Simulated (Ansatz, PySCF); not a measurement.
ClI, SMILES ClI (connectivity only; charge and spin as stated), charge +1, multiplicity 2. Atoms are numbered in the order given.

```xyz
2

Cl     0.0000     0.0000    -1.6866
I      0.0000     0.0000     0.5381
```
Charge +1, spin multiplicity 2.

Geometry: PBE0-D3(BJ)/def2-TZVP. The multiplicity is an assumed one; other spin states were not compared. The def2 effective core potentials stand for the cores of I; spin–orbit coupling is left out.

Two levels are set side by side: PBE-D3(BJ)/def2-TZVP (Ansatz, an electronic-structure program) and PBE0-D3(BJ)/def2-TZVP (Ansatz). Each level has its own optimised geometry; the coordinates shown are those of the second. Frequencies come from the Hessian of PySCF at each geometry. Differences are taken from unrounded values.

```tsv
quantity	PBE0-D3(BJ)
bond Cl1–I2 (Å)	2.225
highest harmonic wavenumber (cm⁻¹)	458
mean harmonic wavenumber (cm⁻¹)	458
zero-point energy (kcal/mol)	0.65
```

Task: What does PBE-D3(BJ) give, and how far is it from PBE0-D3(BJ)? (An estimate is asked for; the answer gives what the named calculation found.)

Result: 
| quantity | PBE-D3(BJ) | PBE-D3(BJ) minus PBE0-D3(BJ) |
|---|---|---|
| bond Cl1–I2 (Å) | 2.257 | 0.032 |
| highest harmonic wavenumber (cm⁻¹) | 425 | -33 |
| mean harmonic wavenumber (cm⁻¹) | 425 | -33 |
| zero-point energy (kcal/mol) | 0.61 | -0.05 |
